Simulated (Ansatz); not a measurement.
Born–Oppenheimer molecular dynamics of BCl$_{2}$H$_{4}$NS (9 atoms, charge 0, multiplicity 1). It starts at the highest image of a converged band, a first-order saddle point between two minima.

Method: RKS PBE0-D4/def2-SVP in Ansatz 0.2.0.

- ensemble: NVE (velocity Verlet)
- time step: 0.5 fs
- steps asked: 200
- starting velocities drawn for: 100 K
- seed: 10374

First frame:

```xyz
9
Properties=species:S:1:pos:R:3
B -0.106 0.254 0.243
N -0.085 0.070 1.753
H -0.844 -0.502 2.117
H 0.805 -0.262 2.120
Cl 1.522 0.130 -0.520
Cl -1.482 -0.559 -0.597
S -0.525 2.377 0.382
H -1.870 2.250 0.432
H -0.330 1.553 1.633
```

How far do the bonds stretch over the last three quarters of this one trajectory? (Pairs bonded in most of those frames.)


```json
{"bond": "B1–N2", "mean (Å)": "1.731", "spread (Å)": "0.098", "shortest": "1.56", "longest": "1.87"}
{"bond": "B1–Cl5", "mean (Å)": "1.836", "spread (Å)": "0.042", "shortest": "1.77", "longest": "1.91"}
{"bond": "B1–Cl6", "mean (Å)": "1.842", "spread (Å)": "0.050", "shortest": "1.77", "longest": "1.94"}
{"bond": "B1–S7", "mean (Å)": "1.896", "spread (Å)": "0.129", "shortest": "1.72", "longest": "2.12"}
{"bond": "N2–H3", "mean (Å)": "1.025", "spread (Å)": "0.028", "shortest": "0.96", "longest": "1.09"}
{"bond": "N2–H4", "mean (Å)": "1.026", "spread (Å)": "0.028", "shortest": "0.97", "longest": "1.08"}
{"bond": "N2–H9", "mean (Å)": "1.046", "spread (Å)": "0.085", "shortest": "0.91", "longest": "1.17"}
{"bond": "S7–H8", "mean (Å)": "1.351", "spread (Å)": "0.011", "shortest": "1.33", "longest": "1.37"}
```

Mean temperature of the second half: 623 K. The conserved energy stayed within 0.86 meV per atom of its start (net change -0.4 meV per atom), so the integration is sound. The kinetic energy rose, since the run started high on the potential surface and went downhill. A run of 0.1 ps of so small a system gives no equilibrium averages. The orbitals stay closed-shell, which can raise the energy where a bond breaks towards radicals; this wasn't checked here.

Time of the run: 9 min on 2 threads of Arm Neoverse V2 (shared host), peak memory 0.23 GiB.
